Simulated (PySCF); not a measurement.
**Dipole response of Mn²⁺ (manganese, charge +2)**

[Ar] 3d4 4s1, high-spin 6D determinant (an excited configuration). Calculation: PySCF 2.14, in aug-cc-pVTZ with one added diffuse shell each of s, p, d, f, g type (9s8p6d4f3g, 118 functions); the non-relativistic Hamiltonian (point nucleus). Coupled (time-dependent) response in atomic units; α is the mean over directions.

```json
{"method": "UHF", "mean α (bohr³)": "23.46", "α xx, yy, zz": "23.83, 23.83, 22.73", "C₆ (like pair)": "97.86", "S(−4)": "533.4"}
{"method": "PBE", "mean α (bohr³)": "17.74", "α xx, yy, zz": "18.00, 18.00, 17.21", "C₆ (like pair)": "69.85", "S(−4)": "279.7"}
```

S(−4) is the Cauchy moment in α(ω) = α(0) + S(−4) ω² + …

α(iu) at PBE:

```
u (hartree)  α(iu) (bohr³)
          0          17.74
     0.0500          17.07
      0.100          15.37
      0.200          11.24
      0.300          8.096
      0.500          4.819
      0.750          3.130
       1.00          2.319
       1.50          1.519
       2.00          1.106
       3.00         0.6727
       5.00         0.3261
```

For an ion, C₆ is the dispersion term alone; charge-induced terms of lower order in 1/R come first.

The components differ because the open shell of this determinant is not spherical; for a pure term their mean is the scalar polarisability.
